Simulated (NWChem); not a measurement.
CH3FN2OSi; SMILES [Si@@H](OC#N)(N)F

```xyz
9

N      0.6465     2.9111     0.2837
C      0.0956     1.8891     0.2626
O     -0.5514     0.7854     0.2599
Si    -0.1208    -0.6916    -0.4773
N     -1.1543    -1.8657     0.1387
F      1.4245    -0.8621    -0.0513
H     -0.2228    -0.5886    -1.9428
H     -1.2903    -2.0522     1.1248
H     -1.6723    -2.4924    -0.4634
```
Atoms are numbered in this order, from 1.

Results from NWChem. Pople sets run with spherical d functions. All runs use the structure optimised with PBE0/def2-SVP. Level: PBE/6-31G* with SMD (1 M gas to 1 M solution), gas-phase geometry. Reactions with the solvent are ignored.

For solvent ethyl acetate:

```
Property                                     Result
-------------------------------------------  ------
solvation free energy (kcal/mol)               -6.5
cavity-dispersion-structure term (kcal/mol)     2.6
dipole in solution (D)                         7.65
```

**Question.** What are these values for solvent water?

**Answer.** 
| Property | Result |
|---|---|
| solvation free energy (kcal/mol) | -4.8 |
| cavity-dispersion-structure term (kcal/mol) | 6.6 |
| dipole in solution (D) | 7.91 |
